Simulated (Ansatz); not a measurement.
`CCOC[SiH3]` + BH₃ → `BCOC[SiH3]` + CH₄  (formal exchange of groups at a C–C bond)

Gas-phase electronic energies from Ansatz, PBE0-D4/def2-TZVP geometries. CCSD(T)/CBS adds triple-zeta CCSD(T) − MP2 to the extrapolated MP2 energy (def2 sets, frozen cores). This one scheme is used for every species. Functionals use def2-TZVPP. B3LYP here is the variant with VWN-RPA as its local correlation; programs differ in this. Each species was taken in one conformer, which may not be the lowest.

`CCOC[SiH3]`:

Cartesian coordinates in Å:
```
C -1.670 -1.465 -0.133
C -0.822 -0.692 -1.122
O -0.240 0.473 -0.579
C 0.828 0.229 0.305
Si 1.580 1.886 0.805
H -2.155 -2.306 -0.635
H -1.074 -1.871 0.687
H -2.445 -0.822 0.288
H -1.439 -0.347 -1.955
H -0.033 -1.338 -1.538
H 0.503 -0.309 1.208
H 1.599 -0.397 -0.173
H 2.095 2.605 -0.388
H 0.566 2.730 1.487
H 2.706 1.625 1.742
```

BH₃:

```xyz
4

B     0.000    0.000    0.000
H     0.835   -0.815    0.251
H    -0.425    0.705    0.864
H    -0.410    0.110   -1.115
```

`BCOC[SiH3]`:

Z-matrix (Å, degrees):
```
C
O 1 1.404
B 1 1.546 2 114.6
H 1 1.108 2 111.8 3 122.2
H 1 1.109 2 110.9 3 -122.9
C 2 1.413 1 113.7 3 -179.9
H 3 1.197 1 117.5 2 -178.6
H 3 1.194 1 122.2 2 1.7
Si 6 1.900 2 114.2 1 79.5
H 6 1.095 2 106.7 1 -161.5
H 6 1.101 2 110.9 1 -46.0
H 9 1.488 6 112.1 2 -61.8
H 9 1.486 6 109.8 2 58.9
H 9 1.488 6 108.5 2 178.5
```

CH₄:

Cartesian coordinates in Å:
```
C 0.000 0.000 0.000
H 0.710 -0.248 -0.788
H 0.437 0.749 0.660
H -0.234 -0.897 0.573
H -0.913 0.396 -0.445
```

```tsv
level	ΔE (kcal/mol)
B3LYP-D4	-11.0
r2SCAN0-D4	-11.2
PBE-QIDH	-10.0
CAM-B3LYP	-10.6
RPA@PBE/def2-TZVPP	-7.5
HF/def2-SVP	-7.1
CCSD(T)/def2-TZVPP	-9.1
MP2/def2-QZVPP	-9.2
```

What does CCSD(T)/CBS give? (Estimate.)

Computed: -9.5 kcal/mol. The listed levels differ from it by -1.5, -1.7, -0.5, -1.1, 2.0, 2.4, 0.4, 0.3 kcal/mol.

What do rigid-rotor, harmonic-oscillator terms from PBE0-D4/def2-TZVP frequencies (298.15 K, 1 bar) make of the CCSD(T)/CBS value? (Best estimate.)

Computed: ΔZPE = -0.2 kcal/mol, ΔH = -9.6 kcal/mol, ΔS = 1 J/(mol·K), ΔG = -9.7 kcal/mol. Modes under 50 cm⁻¹ make the entropy rough.

Largest T1 diagnostic among the species: 0.012.

From PBE to PBE0 (25 % exact exchange), in def2-TZVPP and without D4, ΔE moves by +1.4 kcal/mol. Leaving LDA and LC-ωPBE aside and taking each functional with its dispersion term where it has one, the values, not all of them listed here, spread over 3.1 kcal/mol, from PBE-D4 to BHLYP-D4. LDA lies −0.9 kcal/mol from PBE without D4. In def2-TZVPP, CCSD(T) changes the Hartree–Fock value by −1.9 kcal/mol (the triples alone add −0.3 kcal/mol) and MP2 by −1.8 kcal/mol.

CCSD(T)/CBS has its own doubt, a few kJ/mol and more with outer-core shells, so smaller differences from it don't rank the levels.
